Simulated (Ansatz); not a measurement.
Ansatz (a quantum-chemistry and plane-wave program) input:

Ansatz 0.2 input:
```yaml
crystal:
  periodic: [false, false, false]
  atoms:
    - {symbol: O, position_ang: [-0.68764558, 1.70789653, 0.42303511]}
    - {symbol: B, position_ang: [-0.91559020, 0.43479981, 0.15872905]}
    - {symbol: O, position_ang: [-2.04903588, -0.28951495, 0.07752685]}
    - {symbol: Br, position_ang: [0.83789166, -0.39244510, -0.14405881]}
    - {symbol: H, position_ang: [-2.85480545, 0.21452691, 0.24391746]}
basis:
  gaussian:
    orbitals: aug-cc-pVDZ
magnetization: {spin_polarized: true, initial_magnetization: 1}
correlation: {method: ccsd_t, electrons: outside_noble_gas}
```

Task: What final total energy does it print?

Result: -2748.10091 Eh (CCSD(T)/aug-cc-pVDZ). The basis has 114 functions.

It need not be the lowest isomer of its formula.
